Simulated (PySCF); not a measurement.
C7H6ClF.
Atom-mapped SMILES: `[F:1][C:2]1=[CH:3][C@@H:4]2[CH2:5][C@H:6]1[CH:7]=[C:8]2[Cl:9]` (hydrogens: H10 on C3; H11 on C4; H12, H13 on C5; H14 on C6; H15 on C7)

The same species was optimised twice, with GFN2-xTB and with PBE0-D3(BJ)/def2-SVP (PySCF), and the same property calculations (PySCF, gas phase) were run on both structures.

```tsv
coordinate	GFN2-xTB	PBE0-D3(BJ)/def2-SVP	change
F1–C2 (Å)	1.334	1.321	-0.013
C6–C7 (Å)	1.524	1.537	+0.013
C3–C4 (Å)	1.523	1.534	+0.011
C2=C3 (Å)	1.324	1.334	+0.010
C8–Cl9 (Å)	1.702	1.710	+0.008
C7=C8 (Å)	1.328	1.337	+0.009
C4–C8 (Å)	1.528	1.535	+0.007
C5–C6 (Å)	1.541	1.547	+0.006
C4–C5 (Å)	1.541	1.547	+0.006
C2–C6 (Å)	1.521	1.526	+0.005
C2–C6–C7 (°)	105.3	107.2	+1.9
C3–C4–C8 (°)	105.6	107.5	+1.9
C6–C7–C8 (°)	106.1	105.3	-0.8
C2–C3–C4 (°)	105.3	104.5	-0.8
C7–C8–Cl9 (°)	129.4	128.8	-0.6
C5–C4–C8 (°)	98.2	97.6	-0.6
F1–C2–C6 (°)	121.6	121.2	-0.4
C2–C6–C5 (°)	97.9	97.5	-0.4
```

Rotational constants: A = 3017, B = 938.5, C = 910.0 MHz (GFN2-xTB) against A = 2987, B = 929.4, C = 904.1 MHz (PBE0-D3(BJ)/def2-SVP). Point groups within 0.08 Å: C1 and C1.

On the GFN2-xTB structure: lowest singlet, TDDFT (eV) 4.84 [PBE0/def2-SVPD]; isotropic polarisability (au) 85.1 [PBE0/def2-SVPD]; HOMO (eV) -6.61 [PBE0/def2-SVPD]; LUMO (eV) -0.68 [PBE0/def2-SVPD]; dipole (D) 1.53 [PBE0/def2-SVPD].

Question: What do these properties become on the PBE0-D3(BJ)/def2-SVP structure?

Answer: 
```tsv
property	level	on GFN2-xTB	on PBE0-D3(BJ)/def2-SVP	change
lowest singlet, TDDFT (eV)	PBE0/def2-SVPD	4.84	4.88	+0.04
isotropic polarisability (au)	PBE0/def2-SVPD	85.1	86.4	+1.3
HOMO (eV)	PBE0/def2-SVPD	-6.61	-6.66	-0.05
LUMO (eV)	PBE0/def2-SVPD	-0.68	-0.72	-0.04
dipole (D)	PBE0/def2-SVPD	1.53	1.44	-0.09
energy, GFN2-xTB geometry as zero (kcal/mol)	PBE0/def2-SVPD	0.0	-1.2	-1.2
```

The heavy atoms differ by 0.018 Å rms after alignment. Among bonds between heavy atoms F1–C2 and C6–C7 change most and about equally (-0.013 to +0.013 Å). Changes are differences of the printed values. Neither structure is proved a minimum here.
